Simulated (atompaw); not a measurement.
Pseudopotential generation for gold (Au): PAW (atompaw), LDA (PW92), non-relativistic.

atompaw 4.2.0.5 was run on this input:

```
Au 79
LDA-PW loggrid 2001 logderivrange -9 5 351
6 6 5 4 0 0
6 0 0
6 1 0
0 0 0
c
c
c
c
v
v
c
c
c
v
v
c
c
v
c
2
2.05 2.00 1.65 2.00
n
n
y
2.75
n
custom polynom2 7 10 vanderbiltortho besselshape
3 0.5 troulliermartins
1.95
2.05
2.05
2.05
2.05
2.05
PWSCFOUT
UPFDX 0.0125d0 UPFXMIN -7.d0 UPFZMESH 79.d0
END
```

Command:

```bash
atompaw < Au.input > Au.log
```

The program printed (summary file):

```
Completed calculations for Au (AE)

 Exchange-correlation type: LDA, Perdew-Wang correlation

 Radial integration grid is logarithmic
 r0 =   8.6915222E-05 h =   6.8663025E-03   n =      2001 rmax =   8.0000000E+01

 Non-relativistic calculation

 AEatom converged in  33 iterations
   nz     =  79.00
   delta  =       3.061688793732E-17

 All Electron Orbital energies:
  n  l      occupancy      energy
  1  0      2.0000000E+00 -5.3675937E+03
  2  0      2.0000000E+00 -8.9635137E+02
  3  0      2.0000000E+00 -2.1022355E+02
  4  0      2.0000000E+00 -4.4731782E+01
  5  0      2.0000000E+00 -6.8068271E+00
  6  0      0.0000000E+00 -8.0259360E-01
  2  1      6.0000000E+00 -8.6202500E+02
  3  1      6.0000000E+00 -1.9398850E+02
  4  1      6.0000000E+00 -3.7732355E+01
  5  1      6.0000000E+00 -4.5853473E+00
  6  1      0.0000000E+00 -4.6233733E-01
  3  2      1.0000000E+01 -1.6359760E+02
  4  2      1.0000000E+01 -2.4838592E+01
  5  2      1.0000000E+01 -1.1845391E+00
  4  3      1.4000000E+01 -7.5487286E+00

 Total energy
   Total                    :   -35720.95583361951140

 ---
 Completed calculations for Au (SC)

 Exchange-correlation type: LDA, Perdew-Wang correlation

 Radial integration grid is logarithmic
 r0 =   8.6915222E-05 h =   6.8663025E-03   n =      2001 rmax =   8.0000000E+01

 Non-relativistic calculation

 SCatom converged in   1 iterations
   nz     =  79.00
   delta  =       4.008145608668E-18

 Valence Electron Orbital energies:
  n  l      occupancy      energy
   5  0      2.0000000E+00 -6.8068271E+00
   6  0      0.0000000E+00 -8.0259360E-01
   5  1      6.0000000E+00 -4.5853473E+00
   6  1      0.0000000E+00 -4.6233733E-01
   5  2      1.0000000E+01 -1.1845391E+00

 Total energy
   Total                    :   -35720.95583361949684
   Valence                  :     -896.37208433247883

 PAW parameters:
       lmax =            2
         rc =    2.0590531746843612
        irc =         1468
   rc_shape =    2.0032680412087811
    rc_vloc =    1.6528716995080155
    rc_core =    2.0032680412087811
   Vloc: Norm-conserving Troullier-Martins with l= 3;e=   5.0000E-01
   Projector type: improved polynomial pseudization + Vanderbilt ortho.
   Bessel compensation charge shape zeroed at   2.0033E+00

 Number of basis functions     6
 No.   n  nodes  l      Energy         Cp coeff         Occ
  1    5    4    0   -0.6806827E+01  0.3316991E+00  0.2000000E+01
  2    6    5    0   -0.8025936E+00  0.5608338E+01  0.0000000E+00
  3    5    3    1   -0.4585347E+01  0.8526539E+00  0.6000000E+01
  4    6    4    1   -0.4623373E+00  0.7101901E+01  0.0000000E+00
  5    5    2    2   -0.1184539E+01  0.8042013E+00  0.1000000E+02
  6  999    3    2    0.2750000E+01 -0.5511053E+00  0.0000000E+00

 Eigenvalues of overlap operator (in the basis of projectors):
    1        7.16719370E-01
    2        2.14307322E+00
    3        2.25058597E+00
    4        3.58652376E+01
    5        1.43792600E+02
    6        3.72430742E+02

 Orbital leakage outside PAW augmentation regions
   orb  is_core?  %out_of_sphere
   1 0    T           0.00
   2 0    T           0.00
   3 0    T           0.00
   4 0    T           0.00
   5 0    F           0.78
   6 0    F          82.87
   2 1    T           0.00
   3 1    T           0.00
   4 1    T           0.00
   5 1    F           2.17
   6 1    F          93.08
   3 2    T           0.00
   4 2    T           0.00
   5 2    F          18.71
   4 3    T           0.01

 Summary of PAW energies
   Total valence energy     :   -896.37208684612301
   Smooth energy            :     35.27957726087762
   One center               :   -931.65166410700067
   Smooth kinetic           :     44.85628305648958
   Vloc energy              :    -20.88591828252482
   Smooth exch-corr         :    -14.24509198924565
   One-center xc            :   -652.24887444845047
```

The run took about 0.72 s on one core of a shared server CPU.
